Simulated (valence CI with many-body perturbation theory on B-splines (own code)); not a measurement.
**Missing levels of Cu¹⁶⁺**

Method: configuration interaction combined with many-body perturbation theory (CI+MBPT): three valence electrons over a frozen Dirac-Fock core [Ne], a basis of 11 s, 11 p, 9 d, 7 f, 5 g, 2 h, 1 i functions for each j, with the one-electron correlation potential Σ1 (screened to all orders), the two-electron term Σ2, the three-electron term Σ3, Breit, model QED; selected single and double excitations, second order for the rest (own B-spline code, finite nucleus).

No measured spectrum was set against this ion. As an estimate, levels of excited configurations hold to 0.05 to 0.15 % of their energy, terms of the ground configuration to about 0.5 %.

```csv
Level,E (cm⁻¹)
3s2 3p 2P°_1/2,0
3s2 3p 2P°_3/2,33252
3s 3p2 4P_1/2,?
3s 3p2 4P_3/2,?
3s 3p2 4P_5/2,?
3s 3p2 2D_3/2,372260
3s 3p2 2D_5/2,377830
3s 3p2 2S_1/2,445030
3s 3p2 2P_1/2,480310
3s 3p2 2P_3/2,?
3s2 3d 2D_3/2,574140
3s2 3d 2D_5/2,?
3p3 2D°_3/2,707270
3p3 2D°_5/2,716940
3p3 4S°_3/2,725490
3s 3p 3d 4F°_3/2,781050
3s 3p 3d 4F°_5/2,788200
3p3 2P°_1/2,790460
3s 3p 3d 4F°_7/2,798840
3p3 2P°_3/2,?
```

Names give the largest LS component (configuration and term), which can be under half, so a name can repeat, a term be missing and a line seem to break the LS rules; names also repeat where a configuration has a term twice.

The levels stand in rising order. What does the calculation give for the missing energies?

3s 3p2 4P_1/2 277130; 3s 3p2 4P_3/2 291760; 3s 3p2 4P_5/2 307660; 3s 3p2 2P_3/2 490770; 3s2 3d 2D_5/2 578210; 3p3 2P°_3/2 799530.
